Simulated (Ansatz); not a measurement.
`BrC[SiH]1C=N1` and `N=C[SiH]1C=N1` differ in one atom or group.

Ansatz, PBE0-D4/def2-TZVP geometries, multiplicity 1. Each molecule was computed in one conformer, which needn't be the lowest.

Scalar relativity is left out up to krypton.

```json
{"property": "HOMO–LUMO gap (ωB97M-V/def2-TZVPP) / eV", "`BrC[SiH]1C=N1`": "10.07"}
{"property": "HOMO energy (PBE/def2-TZVPP) / eV", "`BrC[SiH]1C=N1`": "-5.56"}
{"property": "HOMO energy (B3LYP/def2-TZVPP) / eV", "`BrC[SiH]1C=N1`": "-6.53"}
{"property": "size of the dipole moment (B3LYP/def2-TZVPP) / D", "`BrC[SiH]1C=N1`": "0.65"}
{"property": "LUMO energy (B3LYP/def2-TZVPP) / eV", "`BrC[SiH]1C=N1`": "-1.23"}
{"property": "LUMO energy (PBE/def2-TZVPP) / eV", "`BrC[SiH]1C=N1`": "-2.15"}
```

Question: Give the same properties after the change, and the shifts. (An estimate is asked.)

Answer: Ansatz gave: 
```
                                        property  `N=C[SiH]1C=N1`  shift
         HOMO–LUMO gap (ωB97M-V/def2-TZVPP) / eV             9.35  -0.72
               HOMO energy (PBE/def2-TZVPP) / eV            -5.62  -0.06
             HOMO energy (B3LYP/def2-TZVPP) / eV            -6.52   0.01
size of the dipole moment (B3LYP/def2-TZVPP) / D             2.13   1.48
             LUMO energy (B3LYP/def2-TZVPP) / eV            -1.84  -0.61
               LUMO energy (PBE/def2-TZVPP) / eV            -2.59  -0.44
```

Dipoles are sizes alone; their direction can turn.

B3LYP here is the variant with VWN-RPA as its local correlation; programs differ in this.

Spin–orbit coupling is left out; it splits and shifts lone-pair levels of the heavy atoms by tenths of an eV.
